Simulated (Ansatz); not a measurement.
The free Zr atom, lowest solution found in each spin (singlets restricted, other states unrestricted); no spin–orbit coupling, and no relativity up to Kr.

| level | energy of multiplicity 5 less that of multiplicity 3 (kcal/mol) | cost |
|---|---|---|
| SVWN5/def2-TZVPP | 3.07 | ×1 |
| B97M-V/def2-TZVPP | 3.42 | ×6 |
| B3LYP/def2-TZVPP | 8.78 | ×1 |
| PBE0/def2-SVP | 0.55 | ×1 |
| PBE0/def2-TZVPP | 0.21 | ×2 |
| BHLYP/def2-TZVPP | 11.66 | ×1 |
| CAM-B3LYP/def2-TZVPP | 11.28 | ×1 |
| wB97X-V/def2-TZVPP | 11.85 | ×5 |
| wB97M-V/def2-TZVPP | 10.99 | ×5 |
| B2PLYP/def2-TZVPP | 12.58 | ×2 |
| CCSD/def2-TZVPP | 13.11 | - |
| CCSD/def2-QZVPP | 12.14 | - |
| CCSD(T)/def2-TZVPP | 15.35 | ×5 |
| CCSD(T)/def2-QZVPP | 14.39 | ×8 |
| CCSD(T)/CBS(def2-TZVPP, def2-QZVPP) | 13.56 | ×10 |

The rows run from 0.21 (PBE0/def2-TZVPP) to 15.35 kcal/mol (CCSD(T)/def2-TZVPP). From def2-TZVPP to def2-QZVPP CCSD(T) changes by -0.95. The 9 functionals in def2-TZVPP without D3 or D4 span 12.38, from PBE0 to B2PLYP.

Correlated levels freeze the inner cores; with def2 sets outer-core shells near the valence are correlated too. CBS: X⁻³ extrapolation of the correlation energy, Hartree–Fock from the larger set.

Doubts at one or more of the structures used: a spin-contaminated determinant (PBE0/def2-SVP, PBE0/def2-TZVPP).

Programs: Ansatz (an electronic-structure program) with Gaussian orbitals. Values without a source in brackets are computed. In def2 rows elements past Kr take small-core potentials, without spin–orbit coupling.

Costs are rough ratios of core time to SVWN5/def2-TZVPP (about 14 s over the structures, on one shared machine); a dash marks a level with no comparable run of its own.
